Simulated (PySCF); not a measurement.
BF₂I, SMILES FB(F)I. Atoms are numbered in the order given.

```xyz
4

B      0.0000     0.0000    -1.3233
F      0.0000     1.1287    -1.9864
F      0.0000    -1.1287    -1.9864
I      0.0000     0.0000     0.7995
```

Coordinates come from a PBE0-D3(BJ)/def2-SVP optimisation. The def2 effective core potentials stand for the cores of I; spin–orbit coupling is left out.

All values below come from TDA-CAM-B3LYP/def2-SVPD (PySCF).

Vertical excitations. Isolated molecule, no solvent. State labels are in the subgroup C2v.

```tsv
state	symmetry	energy (eV)	λ (nm)	f	main pairs
S1	A2	6.01	206	0.000	HOMO→LUMO 100 %
S2	B2	6.42	193	0.011	HOMO→LUMO+1 83 %
S3	B1	6.61	188	0.020	HOMO−1→LUMO+1 81 %
S4	A1	6.73	184	0.097	HOMO−1→LUMO 90 %
S5	B2	7.45	167	0.110	HOMO→LUMO+2 60 %, HOMO→LUMO+5 24 %, HOMO→LUMO+1 12 %
S6	B1	7.72	161	0.128	HOMO−1→LUMO+2 56 %, HOMO−1→LUMO+5 25 %, HOMO−1→LUMO+1 13 %
S7	B2	8.27	150	0.030	HOMO→LUMO+5 65 %, HOMO→LUMO+2 32 %
S8	B1	8.32	149	0.028	HOMO−2→LUMO 87 %
S9	A2	8.32	149	0.000	HOMO→LUMO+3 99 %
S10	A1	8.45	147	0.003	HOMO→LUMO+4 70 %, HOMO−1→LUMO+3 28 %
T1	B2	5.84	212	0	HOMO→LUMO+1 68 %, HOMO→LUMO+5 18 %
T2	A1	5.86	212	0	HOMO−1→LUMO 99 %
T3	A2	5.87	211	0	HOMO→LUMO 99 %
T4	B1	6.07	204	0	HOMO−1→LUMO+1 67 %, HOMO−1→LUMO+5 18 %
```
Triplets are in the Tamm–Dancoff approximation.
